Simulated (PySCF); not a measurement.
C3H9N, SMILES CCNC. Atoms are numbered in the order given.

```xyz
13

C     -1.8847    -0.0928     0.2592
C     -0.4820    -0.5212    -0.1518
N      0.4880     0.5291     0.1005
C      1.8469     0.1783    -0.2570
H     -2.1739     0.8319    -0.2635
H     -2.6238    -0.8755     0.0281
H     -1.9374     0.1031     1.3441
H     -0.2210    -1.4808     0.3555
H     -0.4661    -0.7452    -1.2342
H      0.4454     0.8037     1.0816
H      2.5324     0.9994     0.0055
H      1.9200     0.0264    -1.3477
H      2.2271    -0.7519     0.2248
```

Geometry optimised at B3LYP-D3(BJ)/def2-SVP. The values are those of a single conformer.

Two levels are set side by side: PBE/pcSseg-1 (PySCF) and KT2/pcSseg-1 (PySCF). GIAO shifts against NH3 (¹⁵N), TMS (¹H), TMS (¹³C) at the same level; non-relativistic, no solvent, atoms listed together averaged. Differences are taken from unrounded values.

```csv
quantity,KT2
δ(¹³C) of C1 (ppm),20.2
δ(¹³C) of C2 (ppm),53.7
δ(¹⁵N) of N3 (ppm),59.7
δ(¹³C) of C4 (ppm),42.1
δ(¹H) of H10 (ppm),-0.43
```

### Question
What does PBE give, and how far is it from KT2? (An estimate is asked for; the answer gives what the named calculation found.)

### Answer

```csv
quantity,PBE,PBE minus KT2
δ(¹³C) of C1 (ppm),20.4,0.2
δ(¹³C) of C2 (ppm),54.5,0.8
δ(¹⁵N) of N3 (ppm),62.6,3.0
δ(¹³C) of C4 (ppm),42.6,0.5
δ(¹H) of H10 (ppm),-0.42,0.01
```

Rough cost on one machine, each run with all the roots and properties that it gave: KT2 against PBE within a factor of 2.
